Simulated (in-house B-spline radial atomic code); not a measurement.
Multiplet parameters of the 3p4 shell in Ar²⁺ ([Ne] 3s2 3p4). Level of theory: non-relativistic Hartree-Fock, average of configuration, point nucleus; calculated with an all-electron radial atomic-structure program (B-spline basis).

Slater integrals: F^2 = 68395 cm⁻¹. Central-field spin-orbit parameter ζ(3p) = 1071 cm⁻¹ (bare central field on non-relativistic orbitals, without two-electron terms: too large for light atoms, too small for heavy ones).

With F₂ = F^2/25 = 2736 cm⁻¹:

Where do the terms lie in LS coupling, without spin-orbit interaction?

In cm⁻¹ above the Hund's-rule term:
| term | expression | energy |
| --- | --- | --- |
| 3P | 0 F₂ | 0 |
| 1D | 6 F₂ | 16415 |
| 1S | 15 F₂ | 41037 |

Is LS coupling a fair picture here?

Unscaled Hartree-Fock integrals overestimate measured term splittings, because correlation screens the repulsion; fits to spectra scale them down, most for low charges. Here ζ is 0.39 times F₂, so LS coupling is a fair start, though levels of equal J in close terms still mix.
